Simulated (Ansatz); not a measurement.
`[F][Sn]([F])([SiH3])[SiH3]` + CH₄ → `[CH3][Sn]([F])([F])[SiH3]` + SiH₄  (formal exchange of groups at the Sn–Si bond)

Isolated molecules relaxed with PBE0-D4/def2-TZVP in Ansatz; ΔE leaves out vibrations. CCSD(T)/CBS is the MP2 limit (def2-TZVPP, def2-QZVPP) plus CCSD(T) − MP2 in def2-TZVPP, frozen cores. This one scheme is used for every species. def2 core potentials past Kr. For Sn outer-core shells are correlated without core-valence functions, which leaves a few kJ/mol of doubt a bond.

`[F][Sn]([F])([SiH3])[SiH3]`:

Z-matrix (Å, degrees):
```
Sn
F 1 1.928
Si 1 2.574 2 105.1
F 1 1.928 2 101.9 3 -109.4
Si 1 2.574 2 105.1 3 141.1
H 3 1.484 1 108.6 2 -173.9
H 3 1.482 1 108.1 2 -53.5
H 3 1.484 1 108.5 2 66.8
H 5 1.484 1 108.5 2 -66.7
H 5 1.484 1 108.6 2 173.9
H 5 1.482 1 108.1 2 53.6
```

CH₄:

Z-matrix (Å, degrees):
```
C
H 1 1.090
H 1 1.090 2 109.5
H 1 1.090 2 109.5 3 -120.0
H 1 1.090 2 109.5 3 120.0
```

`[CH3][Sn]([F])([F])[SiH3]`:

Cartesian coordinates in Å:
```
C 1.742 0.835 -0.828
Sn 0.353 -0.019 0.524
F 1.256 -1.547 1.270
F 0.297 1.194 2.017
Si -2.070 -0.752 0.101
H 2.667 1.010 -0.279
H 1.357 1.780 -1.211
H 1.929 0.149 -1.654
H -2.068 -1.795 -0.954
H -2.619 -1.285 1.369
H -2.845 0.429 -0.356
```

SiH₄:

Z-matrix (Å, degrees):
```
Si
H 1 1.485
H 1 1.485 2 109.5
H 1 1.485 2 109.5 3 -120.0
H 1 1.485 2 109.5 3 120.0
```

```json
{"species": "`[F][Sn]([F])([SiH3])[SiH3]`", "CCSD(T)/CBS(def2) energy (Eh)": "-995.44786"}
{"species": "CH₄", "CCSD(T)/CBS(def2) energy (Eh)": "-40.46206"}
{"species": "`[CH3][Sn]([F])([F])[SiH3]`", "CCSD(T)/CBS(def2) energy (Eh)": "-744.43337"}
{"species": "SiH₄", "CCSD(T)/CBS(def2) energy (Eh)": "-291.46306"}
```

**Question.** Work out ΔE.

**Answer.** ΔE = (-744.43337) + (-291.46306) − (-995.44786) − (-40.46206) = 0.01349 Eh = +35.4 kJ/mol.

Largest T1 diagnostic among the species: 0.015.

From PBE to PBE0 (25 % exact exchange), in def2-TZVPP and without D4, ΔE moves by −3.2 kJ/mol.
